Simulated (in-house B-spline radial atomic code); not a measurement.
Atomic self-consistent-field run: neutral antimony. Computed with a B-spline radial code for spherical atoms: scalar-relativistic (X2C) PBE, spherical fractional occupations, Fermi nucleus of rms radius 4.6802 fm, inside a hard spherical wall at 5.67 bohr.

Command:
```bash
python run_scf.py task.json out
```
Settings (nuclear radius in fm, mass in u):
```
Z                51
configuration    [Kr] 4d9 5s2 5p3 5f1
hamiltonian      x2c
method           pbe,pbe
spin_polarised   False
nucleus          fermi
rms_radius       4.6802
atomic_mass      120.90381
speed_of_light   137.035999084
wall_radius      5.67
```

Output (hartree, bohr):
```
 radial grid: 63 intervals, B-splines of order 8, outer radius 5.67 bohr

 iter        energy (Eh)    residual
    1       -6475.819934    4.50e-01
    2       -6476.227488    2.50e-01
    3       -6478.012422    1.26e-02
    4       -6478.022758    3.43e-03
    5       -6478.022947    1.43e-03
    6       -6478.022981    4.09e-04
    7       -6478.022988    9.47e-05
    8       -6478.022989    1.53e-05
    9       -6478.022989    3.72e-07

 total energy                     -6478.02299
 kinetic                            6838.6230
 electron-nucleus                 -15727.6427
 Hartree                            2582.3349
 exchange-correlation               -171.3383

 orbital      occ     eigenvalue          <r>       <r^2>       <1/r>       r_max
 1s         2.000     -1111.7917    0.0278321  0.00105923     56.8876     0.01764
 2s         2.000      -169.4011     0.122115   0.0176466     12.9155      0.1036
 2p         6.000      -152.2093     0.106836   0.0139494      11.975     0.08274
 3s         2.000       -33.3823     0.330238    0.124813     4.53385      0.3001
 3p         6.000       -27.7653     0.328389    0.125213      4.2326      0.2934
 3d        10.000       -19.1481      0.30532    0.110537     3.97885      0.2442
 4s         2.000        -5.6218     0.787994     0.70205     1.78882      0.7221
 4p         6.000        -3.8907     0.847083    0.818659     1.61577      0.7607
 4d         9.000        -1.3582      1.01192     1.20617     1.31548      0.8408
 5s         2.000        -0.4954      2.14159     5.17155     0.60623       1.859
 5p         3.000        -0.1722      2.56152     7.33218    0.491596       2.234
 5f         1.000         0.9466      2.58801     8.86666    0.574714       1.537
```

Run time, properties included: 0.1 s on 1 thread of Arm Neoverse V2, on a shared host.

One-electron X2C: radii and densities carry no picture-change correction, so inner-shell <1/r> comes out high (for 1s by about 2 % at Z = 33, 5 % at 54, 10 % at 75, 30 % at 118) and <r> low.
